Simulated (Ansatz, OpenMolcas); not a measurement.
# Exact exchange and the HOMO–LUMO gap of Si2H4F2

The species is Si2H4F2 (8 atoms), meant as a singlet with charge 0. SMILES: `F[SiH2][SiH2]F`. The coordinates come from a PBE0-D4/def2-TZVP relaxation. This is one conformer, not always the lowest.

The HOMO–LUMO gap y, in eV, basis 6-31G(d); a is the functional's share of exact exchange. Programs: Ansatz 0.2.0, OpenMolcas 26.06.

```
functional     program     a  y (eV)
      TPSS  OpenMolcas     0    5.91
      BLYP  OpenMolcas     0    5.55
     B3LYP      Ansatz   0.2    7.29
      PBE0  OpenMolcas  0.25       ?
     BHLYP  OpenMolcas   0.5    9.82
```

Fit y = c + s·a to the known rows and predict PBE0.


1. Means of the 4 rows: a = 0.1750, y = 7.143.
2. Σ(Δa)² = 0.1675, Σ(Δa·Δy) = 1.3683, so the slope is 1.3683/0.1675 = 8.169.
3. Intercept: 7.143 − (8.169) × 0.1750 = 5.713. The largest residual of the fit is 0.20.
4. PBE0: 5.713 + (8.169) × 0.25 = 7.76 eV.

The run gave 7.70 eV, so the prediction is off by +0.06 eV, within the largest residual. Exact exchange lowers occupied levels and raises empty ones. The rows mix families of semi-local functionals, which the line can't see.
